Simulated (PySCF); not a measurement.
C₂H₇FSi₂, SMILES C(=C\[SiH3])/[SiH2]F.

Coordinates come from a B3LYP-D3(BJ)/def2-SVP optimisation. The structure was generated by enumeration; whether it is a known compound was not checked. One conformer was computed; it need not be the lowest.

Two levels are set side by side: PBE/def2-TZVP (PySCF) and PBE0/def2-TZVP (PySCF). Same geometry, gas phase. Differences are taken from unrounded values.

```csv
quantity,PBE
orbital gap (eV),4.87
highest occupied level (eV),-7.26
lowest empty level (eV),-2.39
dipole moment (D),1.48
mean polarisability (bohr³),81.0
```

**Question.** These are the PBE values. What does PBE0 give? (Estimate from the structure and the level; the computed values follow.)

**Answer.** 
```tsv
quantity	PBE0	PBE minus PBE0
orbital gap (eV)	6.95	-2.08
highest occupied level (eV)	-8.39	1.13
lowest empty level (eV)	-1.44	-0.95
dipole moment (D)	1.58	-0.10
mean polarisability (bohr³)	77.9	3.1
```

PBE's occupied levels lie high since its potential decays too fast outside the molecule; exact exchange lowers them and widens the gap. PBE's more diffuse valence density responds more strongly to a field. Differences between two approximate levels are no errors against the true value.

Rough cost on one machine, each run with all the roots and properties that it gave: PBE0 against PBE within a factor of 2.
